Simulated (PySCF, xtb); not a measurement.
C₄H₇, SMILES C(=C)([CH2])C (connectivity only; charge and spin as stated), charge +1, multiplicity 1. Atoms are numbered in the order given.

```xyz
11

C     -0.8000     0.0014    -1.1708
C     -0.0452    -0.0007     0.0000
C     -0.8000     0.0014     1.1708
C      1.4599     0.0000     0.0000
H     -0.3242     0.0315    -2.1587
H     -1.8953    -0.0199    -1.1447
H     -0.3242     0.0315     2.1587
H     -1.8953    -0.0199     1.1447
H      1.8588     0.5007    -0.8928
H      1.8338    -1.0374     0.0000
H      1.8588     0.5007     0.8928
```
Charge +1, spin multiplicity 1.

The structure is a stationary point at B3LYP-D3(BJ)/def2-SVP. The spin state was assumed, not searched. The isomer is the one that the SMILES or the coordinates give; other isomers of the formula were not compared.

Method: IEF-PCM-ωB97X/def2-SVP (PySCF).

The values are the electrostatic part of the solvation free energy, E(continuum) − E(gas) at the gas-phase geometry, in a cavity of scaled van der Waals radii (PySCF's table); cavitation and dispersion terms are not included. In vacuum the orbital gap is 9.18 eV.

Computed values in water (ε = 78.36), 2-propanol (ε = 19.26), dichloromethane (ε = 8.93):
| solvent | ε | ΔG(elec) (kcal/mol) | gap (eV) |
|---|---|---|---|
| water | 78.36 | -60.2 | 9.40 |
| 2-propanol | 19.26 | -57.8 | 9.39 |
| dichloromethane | 8.93 | -54.0 | 9.37 |

For comparison, GFN2-xTB/ALPB(water) (xtb, at the GFN2-xTB geometry, all terms of that model) gives -59.3 kcal/mol.
